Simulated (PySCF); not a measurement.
Species: C₅H₁₁FN (doublet state).
Z-matrix (Å and degrees, GFN2-xTB geometry), rows numbered from 1:
```
C 
C   1  1.4687
C   2  1.5392  1  113.14
C   3  1.5317  2  110.58  1  -169.48
N   4  1.4547  3  109.84  2    60.24
C   3  1.5238  2  109.74  1    67.77
F   6  1.3758  3  110.90  2  -172.58
H   1  1.0713  2  121.23  3  -141.14
H   1  1.0729  2  120.20  3    43.84
H   2  1.0925  1  110.55  3   123.43
H   2  1.1017  1  111.18  3  -118.04
H   3  1.0952  2  108.75  1   -50.34
H   4  1.1019  3  108.73  2  -175.24
H   4  1.0943  3  109.28  2   -57.57
H   5  1.0152  4  110.11  3    65.37
H   5  1.0136  4  110.42  3  -175.83
H   6  1.0948  3  110.69  2   -54.15
H   6  1.0950  3  111.54  2    68.76
```

The hyperfine couplings belong to this conformer and change with its torsions.

As a line formula: `[CH2]C[C@H](CN)CF` [radical].

Computed, not measured: PySCF, UKS B3LYP, pcH-1 on C F H N, non-relativistic, mean-field spin-orbit, GIAO. The structure is a single GFN2-xTB conformer in the gas phase; no vibrational or solvent corrections. Couplings are sensitive to structure, and on GFN2-xTB geometries they can be far from those on DFT ones. Stability of the SCF solution: not tested.

The isotropic 13C couplings are +87.5, -33.7, +27.4, -1.7 MHz. Assign them to C1; C2; C3; C4.

```json
{"site": "C1", "a_iso (MHz)": "+87.5", "ρ(0) (bohr⁻³)": "+0.0778", "position": "largest spin population", "distance from C1 (Å)": "0.00", "spin population": "+1.07", "largest |T| (MHz)": "160.6"}
{"site": "C2", "a_iso (MHz)": "-33.7", "ρ(0) (bohr⁻³)": "-0.0300", "position": "1 bond from C1", "distance from C1 (Å)": "1.47", "spin population": "-0.09", "largest |T| (MHz)": "3.1"}
{"site": "C3", "a_iso (MHz)": "+27.4", "ρ(0) (bohr⁻³)": "+0.0244", "position": "2 bonds from C1", "distance from C1 (Å)": "2.51", "spin population": "+0.03", "largest |T| (MHz)": "7.2"}
{"site": "C4", "a_iso (MHz)": "-1.7", "ρ(0) (bohr⁻³)": "-0.0015", "position": "3 bonds from C1", "distance from C1 (Å)": "3.84", "spin population": "0.00", "largest |T| (MHz)": "0.9"}
```

ρ(0) is the spin density at the nucleus and T the dipolar tensor; entries for several nuclei are means. Largest spin populations (Mulliken): C1 (+1.07) and C2 (-0.09). C1 is the only atom above +0.15. The positive populations add up to 1.19 and the negative ones to -0.19, together 2S = 1. The angles at C1 add up to 359.8°, so it is planar; its axial dipolar tensor and the negative couplings of its protons fit spin in a p orbital normal to that plane.

Class means assume fast exchange of nuclei equivalent by connectivity; if that motion is slow, each nucleus keeps its own coupling.

The run took 65 s of wall time (grids of density and orbitals included) on one thread of an Arm Neoverse V1, no GPU, on a shared host, and the process peaked at 0.97 GiB of memory.
